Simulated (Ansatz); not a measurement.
The cluster Li₆H₆⁻. Total charge -1; doublet. Geometry r2SCAN-D4/def2-TZVPD.

| atom | x (Å) | y (Å) | z (Å) |
| --- | --- | --- | --- |
| Li1 | 0.9316 | -0.9544 | -0.3831 |
| Li2 | 1.2121 | 1.5569 | -0.9288 |
| Li3 | -1.2121 | -1.5528 | 0.9280 |
| Li4 | 1.4209 | 0.8166 | 1.4336 |
| Li5 | -0.9330 | 0.9559 | 0.3814 |
| Li6 | -1.4256 | -0.8149 | -1.4349 |
| H7 | -2.2932 | -0.3106 | 0.1086 |
| H8 | 0.4715 | 2.1761 | 0.6390 |
| H9 | 0.1224 | -0.4260 | 1.3565 |
| H10 | -0.4688 | -2.1769 | -0.6395 |
| H11 | -0.1197 | 0.4224 | -1.3524 |
| H12 | 2.2941 | 0.3077 | -0.1084 |

At revPBE-D4/def2-TZVPD, BLYP-D4/def2-TZVPD, r2SCAN-D4/def2-TZVPD, B97M-V/def2-TZVPD and others the highest occupied level of the charge -1 doublet lies above zero (up to 1.18 eV). Energy differences put its binding near zero (0.03 eV; vertical, against the charge 0 singlet, at PBE0-D4/def2-TZVPD), which leaves it undecided. The structure comes from a short search, and lower isomers may exist.

(1) Estimate the α-spin orbital energies around the gap (eV) in Ansatz with revPBE-D4/def2-TZVPD, BLYP-D4/def2-TZVPD, r2SCAN-D4/def2-TZVPD, B97M-V/def2-TZVPD, ωB97M-V/def2-TZVPD.

## Answers

(1) 
| orbital | revPBE-D4/def2-TZVPD | BLYP-D4/def2-TZVPD | r2SCAN-D4/def2-TZVPD | B97M-V/def2-TZVPD | ωB97M-V/def2-TZVPD |
| --- | --- | --- | --- | --- | --- |
| HOMO−9 | -46.39 | -46.57 | -47.83 | -49.17 | -53.19 |
| HOMO−8 | -46.05 | -46.30 | -47.50 | -48.90 | -52.84 |
| HOMO−7 | -46.03 | -46.28 | -47.48 | -48.88 | -52.82 |
| HOMO−6 | -4.70 | -4.46 | -5.02 | -4.99 | -8.69 |
| HOMO−5 | -3.39 | -3.21 | -3.67 | -3.65 | -6.99 |
| HOMO−4 | -2.98 | -2.82 | -3.22 | -3.27 | -6.32 |
| HOMO−3 | -2.41 | -2.27 | -2.64 | -2.67 | -5.68 |
| HOMO−2 | -2.36 | -2.23 | -2.59 | -2.62 | -5.62 |
| HOMO−1 | -2.12 | -1.99 | -2.34 | -2.39 | -5.27 |
| HOMO | 0.95 | 1.12 | 0.99 | 1.18 | 0.45 |
| LUMO | 1.13 | 1.33 | 1.22 | 1.38 | 2.34 |
| LUMO+1 | 1.26 | 1.42 | 1.35 | 1.40 | 2.40 |
| LUMO+2 | 1.37 | 1.53 | 1.50 | 1.52 | 2.70 |
| LUMO+3 | 1.98 | 2.11 | 2.10 | 1.74 | 2.73 |
| LUMO+4 | 2.06 | 2.20 | 2.14 | 1.80 | 2.75 |
| LUMO+5 | 2.09 | 2.24 | 2.16 | 1.94 | 3.14 |
| β HOMO | -2.10 | -1.98 | -2.33 | -2.34 | -5.26 |
| β LUMO | 1.28 | 1.45 | 1.31 | 2.18 | 2.97 |
